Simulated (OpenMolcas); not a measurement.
Which level was it?

The species is C2H6In (9 atoms), meant as a doublet with charge 0. As SMILES, `C[In]C`. Geometry: relaxed at PBE0-D4/def2-TZVP.

```xyz
9

C     0.4563    1.8159    0.1834
In    0.2776    0.0503   -1.1135
C    -0.4505   -1.8148   -0.2067
H    -0.5270    2.0361    0.6072
H     0.8219    2.6865   -0.3585
H     1.1439    1.5788    0.9995
H    -1.4452   -1.6334    0.2088
H    -0.5009   -2.6284   -0.9284
H     0.2240   -2.0910    0.6081
```

A calculation with OpenMolcas 26.06 gave:

The total energy is -269.7177 Eh. The dipole moment is 0.11 D and the HOMO energy is -5.68 eV. The LUMO energy is -1.56 eV. The ⟨S²⟩ is 0.756 and the largest force is 0.187 eV/Å.

**Question.** Which of these levels gave the numbers?
A. BHLYP/def2-SVPD (core potential)
B. TPSS/def2-SVPD (core potential)
C. HF/STO-3G
D. r2SCAN/def2-SVPD (core potential)

**Answer.** A. The others give -5761.1475 Eh (HF/STO-3G), -269.7965 Eh (TPSS/def2-SVPD (core potential)), -269.8687 Eh (r2SCAN/def2-SVPD (core potential)).
